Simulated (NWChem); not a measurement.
Species: C2H3ClF2Si; SMILES F/C=C(/Cl)[SiH2]F

```xyz
9

F      2.2226    -1.0561    -0.1468
C      0.9431    -1.3923    -0.1910
C     -0.0261    -0.5065     0.0661
Cl    -1.6743    -1.0540    -0.0372
Si     0.2259     1.2915     0.5203
F     -0.2195     2.2230    -0.7338
H      0.7769    -2.4427    -0.4531
H     -0.6640     1.6194     1.6630
H      1.6571     1.5527     0.8125
```
Atoms are numbered in this order, from 1.

Results from NWChem. Pople sets run with spherical d functions. Coordinates come from a PBE0/def2-SVP optimisation. Level B3LYP/6-31G*: energy and gradient on several grids; changes count from the extra-fine grid, which is no exact limit either.

```
grid     size of the energy change (μHa)  largest change of a gradient component (μHa/bohr)
-------  -------------------------------  -------------------------------------------------
xcoarse                            10000                                               3000
coarse                               100                                                100
medium                              < 10                                                 60
fine                                < 10                                               < 30
xfine                               < 10                                               < 30
```
